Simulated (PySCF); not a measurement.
A side-by-side comparison of computed properties.

First species: CH11NOSi3.
SMILES: `N[SiH2][Si@]([SiH3])(O)C`

Second species: C₆H₅ClO.
SMILES: `OC1=CC=CC=C1Cl`

Levels: CAM-B3LYP/def2-SVPD for dipole moment, HOMO energy, LUMO energy, HOMO–LUMO gap, static isotropic polarisability and electronic spatial extent ⟨r²⟩ about the centre of nuclear charge; TDDFT CAM-B3LYP/def2-SVPD for lowest singlet excitation; TDA CAM-B3LYP/def2-SVPD for lowest triplet excitation (Tamm–Dancoff); GFN2-xTB for rotational constant A and rotational constant C. Geometries: GFN2-xTB. Each structure is a single optimised conformer of the isolated species, non-relativistic unless stated. Electronic properties by PySCF.

The conformers computed, where there is a choice (atom-mapped SMILES and torsion angles):
- `[CH3:1][Si@:2]([OH:3])([SiH3:4])[SiH2:5][NH2:6]`: C1–Si2–Si5–N6 93°, H–O3–Si2–C1 54°, H–N6–Si5–Si2 49°, H–N6–Si5–Si2 -173°
- `[OH:1][c:2]1[cH:3][cH:4][cH:5][cH:6][c:7]1[Cl:8]`: H–O1–C2–C3 180°

```tsv
property	column X	column Y
dipole moment	1.11 D	1.22 D
HOMO energy	-8.05 eV	-8.51 eV
LUMO energy	0.42 eV	0.04 eV
HOMO–LUMO gap	8.47 eV	8.55 eV
lowest singlet excitation	5.18 eV	5.34 eV
lowest triplet excitation (Tamm–Dancoff)	4.04 eV	4.79 eV
static isotropic polarisability	85.5 au	109.4 au
electronic spatial extent ⟨r²⟩ about the centre of nuclear charge	1063 bohr²	1365 bohr²
rotational constant A	3.027 GHz	1.960 GHz
rotational constant C	1.027 GHz	0.999 GHz
```

**Question.** Which column belongs to which species?

**Answer.** Column X is the second species and column Y the first. The first has 17 atoms and 74 electrons, the second 13 and 66.

**Question.** How does each property change from the first species to the second?

**Answer.** dipole moment -0.11 D; HOMO energy +0.46 eV; LUMO energy +0.38 eV; HOMO–LUMO gap -0.08 eV; lowest singlet excitation -0.16 eV; lowest triplet excitation (Tamm–Dancoff) -0.75 eV; static isotropic polarisability -23.9 au; electronic spatial extent ⟨r²⟩ about the centre of nuclear charge -302 bohr²; rotational constant A +1.067 GHz; rotational constant C +0.028 GHz.

On the first: The principal polarisabilities are 96.8, 107.0 and 124.4 au; their mean is the isotropic value. The 8 singlets span 5.34 to 7.35 eV, and their oscillator strengths add up to 0.38.

On the second: In atomic units the dipole is 0.44 e·bohr (1 au = 2.5417 D). The vertical singlet–triplet gap S1 − T1 is 1.14 eV (TDDFT singlet less Tamm–Dancoff triplet; S1: HOMO→LUMO, weight 0.78; T1: HOMO→LUMO+1, weight 0.56, beside HOMO−1→LUMO, weight 0.37).
